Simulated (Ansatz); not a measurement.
`[AlH2][SiH2][GeH3]` + NH₃ → `N[SiH2][AlH2]` + GeH₄ at 700 K and 1 bar (cleavage of the Si–Ge bond).

Computed with Ansatz on PBE0-D4/def2-TZVP structures; ΔE is electronic, products minus reactants. CBS: MP2 limit from def2 TZ/QZ plus the TZ coupled-cluster correction, frozen cores. This one scheme is used for every species. For Ge outer-core shells are correlated without core-valence functions, which leaves a few kJ/mol of doubt a bond. Scalar relativity is left out up to krypton. Each species was taken in one conformer, which may not be the lowest.

| species | CCSD(T)/CBS energy (Eh) | H − E (kJ/mol) | S (J/(mol·K)) |
| --- | --- | --- | --- |
| `[AlH2][SiH2][GeH3]` | -2611.38547 | 223.7 | 498.9 |
| NH₃ | -56.50880 | 116.9 | 226.5 |
| `N[SiH2][AlH2]` | -589.40062 | 218.9 | 436.7 |
| GeH₄ | -2078.49493 | 112.9 | 267.3 |

H − E and S are ideal-gas, rigid-rotor, harmonic terms from PBE0-D4/def2-TZVP, for one conformer and one mirror image of each species. 1 Eh = 2625.50 kJ/mol, R = 8.31446 J/(mol·K).

By hand: ΔE, ΔH, ΔS and ΔG.

ΔE = (-589.40062) + (-2078.49493) − (-2611.38547) − (-56.50880) = -0.00128 Eh = -3.4 kJ/mol. Δ(H − E) = 218.9 + 112.9 − 223.7 − 116.9 = -8.8, so ΔH = -12.2 kJ/mol. ΔS = 436.7 + 267.3 − 498.9 − 226.5 = -21.4 J/(mol·K). ΔG = -12.2 − 700 × (-21.4)/1000 = 2.8 kJ/mol.

By hand: the equilibrium constant, and the temperature at which ΔG would vanish if ΔH and ΔS stayed fixed.

log₁₀ K = −ΔG/(RT ln 10) = -0.2. ΔG = 0 at ΔH/ΔS = 570 K.

TΔS isn't small against ΔH here. The sign of ΔG lies within the doubt. A doubt of 5 kJ/mol in ΔE shifts log₁₀ K by 0.4 here. Other conformers and mirror images would add mixing entropy, several J/(mol·K) or more a flexible species. Modes under 60 cm⁻¹, often nearly free rotors, make the harmonic entropy too high. These are equilibria of isolated gas molecules and say nothing of rates. Largest T1 diagnostic: 0.012 (customary marks: 0.02 for closed shells, 0.045 for open ones).
